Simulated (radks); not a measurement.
Q: All-electron atom: Sr6+ in [Ar] 3d10 4s2 4p(1/2: 1, 3/2: 1). Calculated with a radial shooting solver on a logarithmic mesh with Libxc functionals: Dirac Kohn-Sham, BLYP, spin-unpolarised, spherical densities, finite nucleus; Fermi nuclear charge, rms radius 4.224 fm. Some entries of the table are withheld. Estimate them.

| orbital | occ. | eigenvalue (eV) | <1/r> (bohr^-1) |
|---|---|---|---|
| 1s1/2 | 2 | -16023.44 | 39.00 |
| 2s1/2 | 2 | -2244.730 | 8.781 |
| 2p1/2 | 2 | -2051.304 | 8.755 |
| 2p3/2 | 4 | -1982.802 | 8.414 |
| 3s1/2 | 2 | -419.0586 | 2.940 |
| 3p1/2 | 2 | (1) | (2) |
| 3p3/2 | 4 | (3) | (4) |
| 3d3/2 | 4 | -214.5800 | 2.535 |
| 3d5/2 | 6 | -212.7238 | 2.514 |
| 4s1/2 | 2 | -116.2346 | 1.089 |
| 4p1/2 | 1 | -96.5422 | 0.9963 |
| 4p3/2 | 1 | -94.9019 | 0.9774 |

A: 
(1) 3p1/2 eigenvalue (eV): -348.7340
(2) 3p1/2 <1/r> (bohr^-1): 2.833
(3) 3p3/2 eigenvalue (eV): -338.1725
(4) 3p3/2 <1/r> (bohr^-1): 2.751
